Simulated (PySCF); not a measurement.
C₆H₅S (doublet state).
Z-matrix (Å and degrees, GFN2-xTB geometry), rows numbered from 1:
```
C 
C   1  1.4981
S   2  1.7191  1  117.99
C   2  1.3301  1  122.72  3   179.65
C   4  1.2703  2  172.04  1   179.80
C   5  1.4718  4  153.21  2   -97.68
C   6  1.3106  5   63.57  4  -171.15
H   1  1.0892  2  109.82  3    57.80
H   1  1.0879  2  110.91  3   178.85
H   1  1.0895  2  109.68  3   -60.36
H   6  1.0621  5  144.74  7  -179.86
H   7  1.0623  5  144.81  6   179.80
```

The species is `CC(=S)[C]=C1C=C1` [radical].

Computed, not measured: UKS B3LYP, pcH-1 on C H S, non-relativistic, mean-field spin-orbit, GIAO in PySCF. Geometry: GFN2-xTB; no solvent, vibrations or thermal averaging. A GFN2-xTB geometry isn't a minimum of the functional, and hyperfine couplings can be far from their values at a DFT geometry, by a factor of two or more for some ions and for spin on atoms past the first row.

Output of the driver script. The program numbers atoms from 0.

```
UKS, coarse grid
  cycle   1  E = -629.60903419  |g| = 2.91e-01
  cycle   2  E = -629.59420265  |g| = 3.44e-01
  cycle   3  E = -629.66669349  |g| = 8.28e-02
  cycle   4  E = -629.66926734  |g| = 4.65e-02
  cycle   5  E = -629.67048151  |g| = 1.54e-02
  cycle   6  E = -629.67061937  |g| = 6.99e-03
  cycle   7  E = -629.67066247  |g| = 4.30e-03
  cycle   8  E = -629.67067674  |g| = 1.77e-03
  cycle   9  E = -629.67067869  |g| = 8.50e-04
UKS, final grid
  cycle   1  E = -629.67067517  |g| = 1.40e-03
  cycle   2  E = -629.67067270  |g| = 2.61e-03
  cycle   3  E = -629.67067627  |g| = 2.09e-04
  cycle   4  E = -629.67067630  |g| = 8.98e-05
  cycle   5  E = -629.67067632  |g| = 8.56e-05
  cycle   6  E = -629.67067633  |g| = 1.51e-05
E = -629.67067633 Eh   <S^2> = 0.7647 (exact 0.7500)
g shifts (ppm)      1          2          3
  rmc          -204       -204       -204
  gc             -8         41         59
  oz_so        -205      10949     151015
  total        -417      10786     150870
hyperfine (MHz)  atom isotope    a_iso     a_fc   dipolar eigenvalues
    0   13C       0.19       0.19     -1.13      0.19      0.94
    1   13C     -27.96     -27.96     -8.40      2.82      5.58
    2   33S      13.03      13.03    -63.67    -62.40    126.08
    3   13C      28.05      28.05    -32.98    -25.00     57.99
    4   13C     -31.55     -31.55     -5.77     -0.81      6.58
    5   13C      39.79      39.79     -5.70     -4.61     10.31
    6   13C      39.75      39.75     -5.69     -4.59     10.28
    7    1H      -6.85      -6.85     -2.00     -1.17      3.18
    8    1H      -1.37      -1.37     -1.83     -1.40      3.23
    9    1H      -7.16      -7.16     -2.02     -1.11      3.13
   10    1H      15.64      15.64     -2.68     -0.38      3.06
   11    1H      15.76      15.76     -2.67     -0.38      3.05
```

Task: Can this result be taken as it stands? Point to the evidence in the output.

Result: No. The largest g shift is +0.151, past the limit of 0.03 at which the run flags a species of elements up to argon. The orbital-Zeeman/spin–orbit term is second order, a sum of spin–orbit matrix elements over excitation energies, so it grows and becomes less reliable as an excited state comes close; a shift this large should be checked with a method that treats spin–orbit coupling variationally or among several states. The contact and dipolar couplings don't rest on that expansion, but they belong to the state that the SCF found, and a close-lying state with the spin in another orbital would have other couplings; no stability test was run. The run left out the spin–orbit part of the hyperfine coupling.

Task: Where is the spin in this solution (atoms counted from 1)?

Result: The largest Mulliken spin populations are on S3 (+0.70), C4 (+0.39), C2 (-0.12) and C5 (-0.07). The unrestricted determinant has ⟨S²⟩ = 0.7647 (exact 0.7500), so spin contamination is small. The SMILES `CC(=S)[C]=C1C=C1` draws the unpaired electron on C4, whose computed spin population is only +0.39.

Task: Average a_iso over equivalent nuclei, turn it into first-order splittings with g = 2.0023, and give the multiplets for abundant isotopes (0.05 mT or more).

Result: 
```
nuclei (from 1)  isotope    I         position  a_iso (MHz)  |a| (mT)      splits into
            H12       1H  1/2  5 bonds from S3         15.8      0.56      1:1 doublet
            H11       1H  1/2  5 bonds from S3         15.6      0.56      1:1 doublet
      H8/H9/H10       1H  1/2  3 bonds from S3         -5.1      0.18  1:3:3:1 quartet
```

Class means assume fast exchange of nuclei equivalent by connectivity; if that motion is slow, each nucleus keeps its own coupling. The three 1H nuclei of mean -5.1 MHz run from -7.2 to -1.4 MHz in the frozen geometry.
